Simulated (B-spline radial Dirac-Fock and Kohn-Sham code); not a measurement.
## Ru³⁺: photoemission with 788 eV photons

System: ruthenium as Ru³⁺ in the configuration [Kr] 4d5.

Level of theory: a relativistic central-field model (Hartree-Slater potential of the initial state, Latter tail, multipole expansion of the photon field, Dirac-Fock thresholds); an atomic code on a B-spline grid. The asymmetry parameter β is from the dipole term alone. Kinetic energies are from the vacuum level. Open shells are spread statistically over j, without multiplet splitting.

The last column is dσ/dΩ = σ/(4π) · [1 − (β/2) P₂(cos θ)] at θ = 90° from the beam of unpolarised light.

```
subshell  electrons  binding (eV)  kinetic (eV)  σ (kb)     β  dσ/dΩ (kb/sr)
      3s          2         636.1         151.9    94.7  1.99           11.3
   3p1/2          2         533.9         254.1     127  1.33           13.5
   3p3/2          4         511.4         276.6     270  1.35           28.8
   3d3/2          4         331.3         456.7     405  1.12           41.2
   3d5/2          6         327.2         460.8     594  1.13           60.6
      4s          2         126.3         661.7    21.8  1.99           2.60
   4p1/2          2         93.15         694.9    23.7  1.67           2.67
   4p3/2          4         89.65         698.3    47.9  1.67           5.41
   4d3/2          2         43.22         744.8    17.2  1.32           1.81
   4d5/2          3         42.82         745.2    25.1  1.31           2.65
```

Branching ratios of the spin-orbit partners (statistical value in brackets): 3p 2.12 (2.00), 3d 1.47 (1.50), 4p 2.03 (2.00), 4d 1.46 (1.50).

Run: 2.5 s of CPU time on 1 thread of Intel(R) Xeon(R) 6975P-C (shared host), peak memory 0.36 GiB.

Values without a named source are computed, but for edge energies of neutral atoms, which are taken from tables.
